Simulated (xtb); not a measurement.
CH$_{3}$Cl$_{3}$Si, charge -1, doublet, geometry from GFN2-xTB (a state made from the parent by changing its charge; the spin is typed, not shown lowest), atoms displaced at random by about 0.06 Å a coordinate; GFN2-xTB (xtb).

Here is a job for xtb.
```
$ xtb mol.xyz --gfn 2 --chrg -1 --uhf 1 --ohess --json

# file mol.xyz
8

C     -1.92305540    -0.20797782     0.17442072
Si     0.05628874     0.23446308     0.24068698
Cl     0.97310414    -0.99856652    -1.09766167
Cl    -0.29201807     2.03735449    -1.24995262
Cl     0.50645889    -1.12738578     1.93940803
H     -2.09358082    -1.21519412     0.53695046
H     -2.53476176     0.34639779     0.93163221
H     -2.17199809    -0.12456282    -0.82972259
```

What the program printed (banner, timings and long lists left out):

```
   ID    Z sym.   atoms
    1    6 C      1
    2   14 Si     2
    3   17 Cl     3-5
    4    1 H      6-8

           -------------------------------------------------
          |                Calculation Setup                |
           -------------------------------------------------

           -------------------------------------------------
          |                 G F N 2 - x T B                 |
           -------------------------------------------------

          ...................................................
          :                      SETUP                      :
          :.................................................:
          :  # basis functions                  47          :
          :  # atomic orbitals                  43          :
          :  # shells                           17          :
          :  # electrons                        33          :
          :  max. iterations                   250          :
          :  Hamiltonian                  GFN2-xTB          :
          :  restarted?                      false          :
          :  GBSA solvation                  false          :
          :  PC potential                    false          :
          :  electronic temp.          300.0000000     K    :
          :  accuracy                    1.0000000          :
          :  -> integral cutoff          0.2500000E+02      :
          :  -> integral neglect         0.1000000E-07      :
          :  -> SCF convergence          0.1000000E-05 Eh   :
          :  -> wf. convergence          0.1000000E-03 e    :
          :  Broyden damping             0.4000000          :
          :  net charge                         -1          :
          :  unpaired electrons                  1          :
          ...................................................

 iter      E             dE          RMSdq      gap      omega  full diag
   1    -19.3000576 -0.193001E+02  0.725E+00    3.36       0.0  T
   2    -19.3979765 -0.979189E-01  0.242E+00    3.09       1.0  T
   3    -19.4004464 -0.246999E-02  0.177E+00    3.22       1.0  T
   4    -19.4011339 -0.687474E-03  0.810E-01    3.14       1.0  T
   5    -19.4052533 -0.411943E-02  0.389E-01    3.19       1.0  T
   6    -19.4052824 -0.290746E-04  0.160E-01    3.20       1.0  T
   7    -19.4053140 -0.315500E-04  0.116E-01    3.19       1.0  T
   8    -19.4053621 -0.480968E-04  0.569E-02    3.20       1.0  T
[...]
         :: total energy             -19.336895599849 Eh    ::
 * total energy  :   -19.3368956 Eh     change       -0.2260983E-09 Eh
 * total energy  :   -19.3470315 Eh     change       -0.1013594E-01 Eh
 * total energy  :   -19.3477407 Eh     change       -0.7091092E-03 Eh
 * total energy  :   -19.3484446 Eh     change       -0.7039592E-03 Eh
 * total energy  :   -19.3485478 Eh     change       -0.1032161E-03 Eh
 * total energy  :   -19.3485897 Eh     change       -0.4189402E-04 Eh
 * total energy  :   -19.3486128 Eh     change       -0.2305641E-04 Eh
 * total energy  :   -19.3486216 Eh     change       -0.8817667E-05 Eh
 * total energy  :   -19.3486234 Eh     change       -0.1844693E-05 Eh
   *** GEOMETRY OPTIMIZATION CONVERGED AFTER 9 ITERATIONS ***
         :: total energy             -19.348623439837 Eh    ::
[...]
       3    127.12    -0.89123 ( 97.66%)    -0.78003 (  2.34%)    -0.88863
       4    132.22    -0.86866 ( 98.00%)    -0.76837 (  2.00%)    -0.86665
       5    179.70    -0.69514 ( 99.40%)    -0.67751 (  0.60%)    -0.69504
       6    182.62    -0.68618 ( 99.44%)    -0.67274 (  0.56%)    -0.68611
       7    206.81    -0.61765 ( 99.66%)    -0.63589 (  0.34%)    -0.61772
       8    209.40    -0.61087 ( 99.68%)    -0.63220 (  0.32%)    -0.61094
   ------------------------------------------------------------------------

   temp. (K)  partition function   enthalpy   heat capacity  entropy
                                   cal/mol     cal/K/mol   cal/K/mol   J/K/mol
 298.15  VIB   717.                 3650.032     17.984     24.026
         ROT  0.522E+06              888.752      2.981     29.145
         INT  0.374E+09             4538.784     20.965     53.171
         TR   0.177E+28             1481.254      4.968     40.898
         TOT                        6020.0383    25.9328    94.0683   393.5816

       T/K    H(0)-H(T)+PV         H(T)/Eh          T*S/Eh         G(T)/Eh
   ------------------------------------------------------------------------
    298.15    0.959354E-02    0.492148E-01    0.446949E-01    0.451990E-02
   ------------------------------------------------------------------------

         :::::::::::::::::::::::::::::::::::::::::::::::::::::
         ::                  THERMODYNAMIC                  ::
         :::::::::::::::::::::::::::::::::::::::::::::::::::::
         :: total free energy         -19.344103539299 Eh   ::
         ::.................................................::
         :: total energy              -19.348623439975 Eh   ::
         :: zero point energy           0.039621230416 Eh   ::
         :: G(RRHO) w/o ZPVE           -0.035101329739 Eh   ::
         :: G(RRHO) contrib.            0.004519900676 Eh   ::
         :::::::::::::::::::::::::::::::::::::::::::::::::::::

optimized geometry written to: xtbopt.xyz

           -------------------------------------------------
          | TOTAL ENERGY              -19.348623439975 Eh   |
          | TOTAL ENTHALPY            -19.299408667871 Eh   |
          | TOTAL FREE ENERGY         -19.344103539299 Eh   |
          | GRADIENT NORM               0.000731981178 Eh/α |
          | HOMO-LUMO GAP               3.246048701962 eV   |
           -------------------------------------------------

normal termination of xtb
```
